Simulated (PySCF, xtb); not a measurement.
H3NS3W, SMILES [SH][W](=[S])(=[S])[NH2], multiplicity 1.

GFN2-xTB (xtb) at its own geometry gives an orbital gap of 1.68 eV and a dipole moment of 5.84 D.

Geometry optimised at PBE0-D3(BJ)/def2-SVP. The spin state was assumed, not searched. The structure was generated by enumeration; whether it is a known compound was not checked. The def2 effective core potentials stand for the cores of W; spin–orbit coupling is left out. Other conformers were not sampled.

Problem. What does ωB97X/def2-TZVP in PySCF give? (Estimate from the structure and the level; the computed values follow.)

Solution. gap 8.52 eV (levels -9.46 and -0.93 eV), dipole 3.85 D.
